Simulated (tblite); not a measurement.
A geometry optimisation, step by step.

Species: C₇H₁₆B₂O.
Numbering: `[BH2:1][C@H:2]([CH3:3])[CH2:4][O:5]/[CH:6]=[CH:7]/[B:8]([CH3:9])[CH3:10]` (hydrogens: H11, H12 on B1; H13 on C2; H14, H15, H16 on C3; H17, H18 on C4; H19 on C6; H20 on C7; H21, H22, H23 on C9; H24, H25, H26 on C10)

Computed with GFN2-xTB (tblite), gas phase: L-BFGS steps from a force-field or distance-geometry start until the largest atomic force falls under 0.01 eV/Å. 7 of its 105 geometries are shown.

Step 0: E = -804.9270 eV, largest atomic force 1.903 eV/Å
```
atom  x, y, z in Å  |  force x, y, z in eV/Å
B1     -3.338    1.119    0.060   -0.919   0.647  -0.774
C2     -2.880   -0.306   -0.450    0.116   0.610   1.661
C3     -3.629   -1.435    0.239   -1.323   0.102  -0.382
C4     -1.439   -0.457    0.010    0.645  -0.723  -0.030
O5     -0.701    0.582   -0.574    0.291   0.270   0.333
C6      0.643    0.634   -0.298    0.054   0.134   0.168
C7      1.527   -0.278   -0.670    1.273   0.377   0.104
B8      3.021   -0.007   -0.221   -1.426   0.420   1.188
C9      3.380   -0.613    1.221   -0.602   0.243  -0.533
C10     3.620    1.398   -0.613    0.827  -0.587  -0.516
H11    -2.716    2.054   -0.279   -0.015  -0.089   0.256
H12    -4.418    1.300    0.527    0.510  -0.192   0.068
H13    -2.902   -0.342   -1.522   -0.073  -0.273  -0.561
H14    -4.581   -1.556   -0.339    0.515  -0.138   0.958
H15    -3.050   -2.349    0.142   -0.221  -0.159   0.307
H16    -3.824   -1.162    1.318    0.132  -0.608  -1.282
H17    -1.045   -1.467   -0.283   -0.038   0.544   0.001
H18    -1.418   -0.451    1.129    0.210   0.286  -0.437
H19     0.992    1.506    0.287   -0.527  -0.336  -0.406
H20     1.235   -1.136   -1.220   -0.389  -0.555  -0.315
H21     2.580   -0.219    1.911    0.949  -0.373  -0.575
H22     4.356   -0.240    1.524   -0.147  -0.517   0.406
H23     3.275   -1.705    1.229    0.401   0.374   0.295
H24     4.715    1.297   -0.831   -0.846   0.502   0.333
H25     3.450    2.063    0.246    0.360  -0.149  -0.512
H26     3.125    1.795   -1.502    0.245   0.191   0.246
```

Step 17: E = -805.6619 eV, largest atomic force 0.268 eV/Å
```
atom  x, y, z in Å  |  force x, y, z in eV/Å
B1     -3.511    1.136    0.004    0.017  -0.019  -0.123
C2     -2.926   -0.303   -0.317   -0.192  -0.006  -0.147
C3     -3.738   -1.483    0.241    0.038   0.009   0.019
C4     -1.416   -0.437   -0.027   -0.223  -0.025   0.037
O5     -0.730    0.656   -0.617   -0.084  -0.074   0.132
C6      0.618    0.727   -0.388   -0.039  -0.037  -0.050
C7      1.552   -0.199   -0.594    0.041  -0.005   0.155
B8      2.956    0.148   -0.020    0.142  -0.122  -0.083
C9      3.473   -0.655    1.247   -0.016   0.068  -0.083
C10     3.716    1.410   -0.598   -0.052  -0.068   0.020
H11    -2.887    2.063   -0.332   -0.004   0.034   0.059
H12    -4.560    1.304    0.502    0.109  -0.168  -0.042
H13    -2.998   -0.405   -1.406   -0.015   0.207  -0.170
H14    -4.709   -1.516   -0.255    0.103   0.023   0.072
H15    -3.238   -2.435    0.063    0.025   0.042  -0.001
H16    -3.918   -1.385    1.308    0.101   0.015   0.046
H17    -1.041   -1.395   -0.422   -0.012   0.065   0.081
H18    -1.273   -0.419    1.065    0.157  -0.067  -0.027
H19     0.920    1.683    0.036   -0.179   0.015  -0.128
H20     1.299   -1.161   -1.031   -0.082   0.085   0.218
H21     2.815   -0.376    2.075    0.090  -0.036  -0.009
H22     4.494   -0.412    1.549   -0.137  -0.120  -0.070
H23     3.374   -1.739    1.149    0.092   0.196  -0.023
H24     4.771    1.211   -0.783   -0.058   0.063   0.083
H25     3.662    2.231    0.118    0.122  -0.053   0.018
H26     3.273    1.775   -1.523    0.056  -0.023   0.017
```

Step 35: E = -806.0622 eV, largest atomic force 0.327 eV/Å
```
atom  x, y, z in Å  |  force x, y, z in eV/Å
B1     -3.671    1.103   -0.038    0.071  -0.068  -0.024
C2     -3.000   -0.293   -0.398   -0.054   0.046  -0.046
C3     -3.723   -1.497    0.228    0.101   0.073  -0.055
C4     -1.482   -0.453   -0.141   -0.188   0.103   0.011
O5     -0.827    0.709   -0.617   -0.142   0.065   0.087
C6      0.503    0.887   -0.488   -0.046  -0.041  -0.011
C7      1.428    0.008   -0.078   -0.082  -0.095   0.018
B8      2.938    0.258    0.122   -0.059   0.044   0.055
C9      3.638   -0.709    1.164    0.105  -0.033  -0.006
C10     3.839    1.383   -0.545   -0.025  -0.018   0.008
H11    -3.135    2.126   -0.223    0.098  -0.131  -0.006
H12    -4.768    1.124    0.376    0.079  -0.071  -0.053
H13    -3.092   -0.364   -1.496   -0.193   0.071   0.120
H14    -4.788   -1.488    0.003    0.096   0.069  -0.037
H15    -3.302   -2.428   -0.146   -0.007  -0.074   0.065
H16    -3.606   -1.464    1.311   -0.015  -0.084  -0.062
H17    -1.128   -1.362   -0.657    0.093   0.164   0.037
H18    -1.323   -0.588    0.940    0.168   0.112  -0.086
H19     0.731    1.922   -0.743    0.110  -0.265  -0.057
H20     1.044   -0.979    0.204    0.151   0.286  -0.048
H21     3.182   -0.605    2.147   -0.006  -0.007   0.019
H22     4.705   -0.546    1.277    0.073   0.075   0.048
H23     3.514   -1.752    0.887   -0.086  -0.111  -0.035
H24     4.859    1.019   -0.652    0.040   0.017  -0.021
H25     3.904    2.243    0.123   -0.062  -0.036   0.030
H26     3.538    1.768   -1.516   -0.219  -0.091   0.046
```

Step 52: E = -806.1927 eV, largest atomic force 0.135 eV/Å
```
atom  x, y, z in Å  |  force x, y, z in eV/Å
B1     -3.633    1.103   -0.015   -0.004   0.006   0.000
C2     -2.972   -0.276   -0.397   -0.006   0.072  -0.002
C3     -3.647   -1.514    0.215    0.056   0.071  -0.068
C4     -1.452   -0.368   -0.176   -0.035   0.005   0.028
O5     -0.806    0.798   -0.661    0.005  -0.092  -0.060
C6      0.534    0.873   -0.550   -0.058  -0.019   0.053
C7      1.377    0.003    0.024    0.020   0.030   0.073
B8      2.892    0.207    0.188   -0.044  -0.053  -0.083
C9      3.652   -0.766    1.182   -0.007   0.016   0.004
C10     3.691    1.361   -0.541   -0.015   0.010   0.035
H11    -3.011    2.083   -0.118   -0.045   0.036   0.047
H12    -4.760    1.131    0.297    0.034   0.024  -0.012
H13    -3.130   -0.290   -1.490   -0.020  -0.108   0.079
H14    -4.712   -1.516   -0.001    0.045   0.007  -0.068
H15    -3.208   -2.431   -0.176   -0.018  -0.011   0.015
H16    -3.535   -1.515    1.299    0.071   0.015  -0.069
H17    -1.036   -1.249   -0.686   -0.055   0.000  -0.014
H18    -1.265   -0.483    0.899    0.058   0.052   0.052
H19     0.889    1.801   -0.980   -0.064  -0.025  -0.030
H20     0.932   -0.880    0.469    0.048  -0.052   0.001
H21     3.223   -0.696    2.181   -0.001   0.024   0.036
H22     4.716   -0.565    1.268    0.007  -0.035   0.001
H23     3.530   -1.809    0.891    0.029   0.023  -0.048
H24     4.719    1.081   -0.758    0.005  -0.003  -0.005
H25     3.743    2.208    0.141    0.039   0.070   0.034
H26     3.245    1.732   -1.461   -0.045  -0.063   0.002
```

Step 69: E = -806.2162 eV, largest atomic force 0.066 eV/Å
```
atom  x, y, z in Å  |  force x, y, z in eV/Å
B1     -3.634    1.119    0.000   -0.002  -0.028   0.002
C2     -2.970   -0.254   -0.403   -0.012   0.015  -0.027
C3     -3.629   -1.506    0.190    0.033   0.023  -0.012
C4     -1.456   -0.359   -0.177   -0.026  -0.011  -0.001
O5     -0.788    0.745   -0.757    0.012  -0.032   0.054
C6      0.541    0.833   -0.571   -0.021  -0.008  -0.025
C7      1.367    0.010    0.091    0.025  -0.004   0.020
B8      2.884    0.222    0.233   -0.056  -0.035  -0.007
C9      3.667   -0.775    1.183    0.021   0.005   0.006
C10     3.653    1.376   -0.524   -0.021  -0.018   0.008
H11    -3.011    2.104   -0.008    0.011  -0.006   0.018
H12    -4.774    1.144    0.255   -0.010   0.009  -0.007
H13    -3.129   -0.285   -1.494    0.015   0.013   0.029
H14    -4.694   -1.522   -0.020    0.006   0.020  -0.028
H15    -3.178   -2.408   -0.219   -0.029  -0.036  -0.015
H16    -3.496   -1.526    1.270   -0.003   0.009   0.023
H17    -1.071   -1.286   -0.626    0.001  -0.028   0.017
H18    -1.253   -0.393    0.902    0.006   0.024   0.004
H19     0.912    1.728   -1.052   -0.019   0.021  -0.036
H20     0.931   -0.861    0.567    0.000   0.016  -0.012
H21     3.264   -0.743    2.194   -0.020  -0.003   0.021
H22     4.734   -0.580    1.253    0.019  -0.002  -0.014
H23     3.542   -1.805    0.848    0.013   0.018  -0.004
H24     4.669    1.090   -0.782    0.056  -0.003  -0.010
H25     3.736    2.247    0.125    0.003   0.016   0.035
H26     3.161    1.708   -1.433   -0.002   0.021  -0.038
```

Step 87: E = -806.2321 eV, largest atomic force 0.053 eV/Å
```
atom  x, y, z in Å  |  force x, y, z in eV/Å
B1     -3.626    1.111    0.043    0.008  -0.023  -0.010
C2     -2.968   -0.253   -0.397   -0.001  -0.005   0.004
C3     -3.680   -1.505    0.134    0.010   0.000  -0.008
C4     -1.466   -0.365   -0.104   -0.011   0.004  -0.002
O5     -0.781    0.647   -0.820    0.011  -0.012  -0.012
C6      0.548    0.758   -0.654   -0.025   0.007   0.014
C7      1.373    0.022    0.104    0.026  -0.041   0.022
B8      2.891    0.227    0.227    0.000   0.009   0.000
C9      3.703   -0.762    1.163    0.009   0.011  -0.010
C10     3.655    1.394   -0.515   -0.002   0.010  -0.007
H11    -2.967    2.050    0.254    0.002   0.011   0.002
H12    -4.789    1.175    0.134   -0.014   0.015  -0.015
H13    -3.067   -0.265   -1.494   -0.007   0.024   0.028
H14    -4.743   -1.466   -0.090    0.005   0.027  -0.002
H15    -3.270   -2.408   -0.312    0.021  -0.014   0.004
H16    -3.561   -1.573    1.213   -0.010  -0.007   0.001
H17    -1.087   -1.351   -0.411    0.005   0.003  -0.010
H18    -1.283   -0.247    0.972   -0.004  -0.011   0.016
H19     0.913    1.584   -1.252   -0.005   0.005  -0.013
H20     0.926   -0.786    0.672   -0.004  -0.031   0.017
H21     3.305   -0.774    2.177   -0.034  -0.008  -0.014
H22     4.762   -0.527    1.234    0.006  -0.010  -0.004
H23     3.620   -1.785    0.795    0.002   0.009   0.018
H24     4.676    1.125   -0.776    0.016  -0.011  -0.005
H25     3.730    2.245    0.162    0.000   0.019  -0.001
H26     3.164    1.750   -1.415   -0.003   0.020  -0.016
```

Step 104: E = -806.2346 eV, largest atomic force 0.010 eV/Å
```
atom  x, y, z in Å  |  force x, y, z in eV/Å
B1     -3.622    1.117    0.049    0.002  -0.004   0.001
C2     -2.966   -0.251   -0.381   -0.001   0.002  -0.002
C3     -3.689   -1.505    0.127    0.000   0.006  -0.001
C4     -1.465   -0.373   -0.085   -0.006  -0.002  -0.007
O5     -0.779    0.627   -0.815    0.004   0.008   0.002
C6      0.550    0.737   -0.656    0.008  -0.003   0.002
C7      1.382    0.003    0.096   -0.002  -0.003   0.009
B8      2.897    0.229    0.216    0.000  -0.002  -0.001
C9      3.705   -0.753    1.162    0.003   0.000  -0.003
C10     3.654    1.404   -0.522    0.001   0.001   0.000
H11    -2.961    2.047    0.288    0.003   0.004   0.005
H12    -4.787    1.198    0.093   -0.002   0.000  -0.006
H13    -3.058   -0.246   -1.478   -0.002  -0.002   0.005
H14    -4.747   -1.457   -0.115    0.000   0.002  -0.003
H15    -3.272   -2.406   -0.320   -0.001   0.002   0.006
H16    -3.590   -1.583    1.208   -0.001  -0.003   0.000
H17    -1.094   -1.364   -0.385    0.003  -0.007  -0.002
H18    -1.277   -0.246    0.990   -0.007  -0.006  -0.002
H19     0.912    1.560   -1.261   -0.006   0.002   0.002
H20     0.946   -0.809    0.668   -0.006   0.005  -0.006
H21     3.281   -0.768    2.166    0.003  -0.003   0.000
H22     4.762   -0.518    1.253    0.000   0.008   0.003
H23     3.630   -1.776    0.793    0.006  -0.005   0.003
H24     4.676    1.137   -0.786    0.003  -0.001  -0.003
H25     3.728    2.252    0.159    0.004   0.005  -0.001
H26     3.162    1.766   -1.421   -0.005  -0.004  -0.001
```

**Question.** Summarise the path.

**Answer.** The energy falls by 1.3076 eV from step 0 to step 104; nine tenths of that is first reached at step 39. It falls at every step. The largest force goes from 1.903 to 0.010 eV/Å. Among the bonds C7–B8 changes most, from 1.584 to 1.537 Å; the atoms move by 0.641 Å rms after alignment.

The cost below is that of the whole relaxation. Hardware: Arm Neoverse N1, one thread, on a shared host. Cost: 1.7 s of wall time.
